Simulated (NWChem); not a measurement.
C2H3FO2Si; SMILES O=C1OC[Si@H]1F

```xyz
9

O      1.3264    -1.8264     0.0587
C      0.4616    -1.0184    -0.0119
O     -0.8652    -1.2760     0.2467
C     -1.5437    -0.0040     0.1212
Si     0.0616     0.8252    -0.4470
F      0.6730     1.9870     0.5019
H     -2.3696    -0.0868    -0.6012
H     -1.9456     0.3144     1.0954
H      0.1983     1.2909    -1.8519
```
Atoms are numbered in this order, from 1.

Computed with NWChem. Geometry: optimised at PBE0/def2-SVP.

For level PBE/def2-TZVP:

```
Quantity                     Value
---------------------------  -----
highest occupied level (eV)  -6.45
orbital gap (eV)              3.98
dipole (D)                    3.57
```

Question: What are these values for level B3LYP/def2-TZVP?

Answer: 
* **highest occupied level (eV)**: -7.69
* **orbital gap (eV)**: 5.97
* **dipole (D)**: 3.85
